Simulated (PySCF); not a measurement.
Working with the constants of SnF

UHF-CCSD(T) constants of SnF, ²Π (doublet), unpaired electrons π ↑ (PySCF, scalar-relativistic core potentials, basis sets Sn def2-TZVPPD with ECP28, F def2-TZVPPD; masses 119.9022 and 18.9984 u):

```
ωe              : 578.0 cm⁻¹
ωexe            : 2.71 cm⁻¹
Be              : 0.27055 cm⁻¹
αe              : 0.00182 cm⁻¹
D (centrifugal) : 2.37e-07 cm⁻¹
De to Sn + F    : 4.85 eV
```

**Question.** Give the vibrational terms G(v) and spacings up to v = 6.

**Answer.** G(v) = ωe(v+½) − ωexe(v+½)².

```csv
v,G(v) (cm⁻¹),G(v) − G(v−1),Bv (cm⁻¹)
0,288.3,,0.2696
1,860.9,572.6,0.2678
2,1428.1,567.2,0.2660
3,1989.8,561.7,0.2642
4,2546.1,556.3,0.2624
5,3097.0,550.9,0.2605
6,3642.5,545.5,0.2587
```

**Question.** How well does the Morse estimate ωe²/(4ωexe) reproduce De, and what is D0?

**Answer.** It gives 3.82 eV, 79 % of the computed De. D0 = De − G(0) = 4.85 − 0.04 = 4.81 eV.

Correlated steps freeze 5 core orbitals. Spin–orbit coupling is left out, which matters for elements this heavy, above all for dissociation energies. The state is the lowest determinant that a PBE0 search found; another state may lie lower at other levels.
